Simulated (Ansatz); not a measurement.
Basis-set series for C4H10AlF (`C[CH2][Al]([F])[CH2]C`). Total charge 0; spin multiplicity 1. The geometry is a stationary point of PBE0-D4/def2-TZVP. It is one conformer, not always the lowest.

Cartesian coordinates in Å:
```
C 2.350 -0.855 0.234
C 1.111 -1.493 0.865
Al -0.579 -0.586 0.497
F -1.948 -1.244 1.169
C -0.786 1.022 -0.592
C -2.205 1.569 -0.750
H 2.496 0.173 0.576
H 3.264 -1.406 0.474
H 2.276 -0.816 -0.856
H 1.011 -2.536 0.540
H 1.228 -1.558 1.954
H -0.348 0.808 -1.577
H -0.125 1.791 -0.169
H -2.646 1.829 0.216
H -2.871 0.835 -1.208
H -2.230 2.468 -1.373
```

| functional | basis | functions | energy (Eh) | HOMO (eV) | LUMO (eV) |
| --- | --- | --- | --- | --- | --- |
| PBE0-D4 | def2-SVP | 138 | -500.13236 | -7.23 | -0.18 |
| PBE0-D4 | def2-TZVPP | 337 | -500.51660 | -7.25 | -0.29 |
| ωB97M-V | def2-SVP | 138 | -500.38220 | -9.42 | 1.47 |
| ωB97M-V | def2-TZVPP | 337 | -500.77966 | -9.45 | 1.20 |

Task: Give the rows for def2-QZVPP. (Best estimate.)

Result: Computed: 
```tsv
functional	basis	functions	energy (Eh)	HOMO (eV)	LUMO (eV)
PBE0-D4	def2-QZVPP	655	-500.53942	-7.26	-0.37
ωB97M-V	def2-QZVPP	655	-500.80158	-9.46	0.84
```

Positive LUMOs are unbound and depend on the basis.
